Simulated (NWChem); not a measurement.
# thiophenol (C$_{6}$H$_{6}$S); SMILES c1(S)ccccc1

```xyz
13

S     -0.0671    -2.2996     0.0000
C      0.0022    -0.5129     0.0000
C     -1.2131     0.1860     0.0000
C     -1.2169     1.5802     0.0000
C     -0.0158     2.2929     0.0000
C      1.1933     1.5958     0.0000
C      1.2078     0.2002     0.0000
H      1.2642    -2.5137     0.0000
H     -2.1532    -0.3591     0.0000
H     -2.1657     2.1102     0.0000
H     -0.0224     3.3791     0.0000
H      2.1359     2.1370     0.0000
H      2.1572    -0.3287     0.0000
```
Atoms are numbered in this order, from 1.

All runs: NWChem. Coordinates come from a B3LYP/6-31G* (spherical d) optimisation. Level: M05-2X/def2-SVP with SMD (1 M gas to 1 M solution), gas-phase geometry.

For solvent acetonitrile:

```
Property                                     Value
-------------------------------------------  -----
solvation free energy (kcal/mol)              -8.0
cavity-dispersion-structure term (kcal/mol)   -2.3
```

### Question
How do the values read with solvent water instead?

### Answer
The solvation free energy (kcal/mol) is -3.1 and the cavity-dispersion-structure term (kcal/mol) is 2.7.
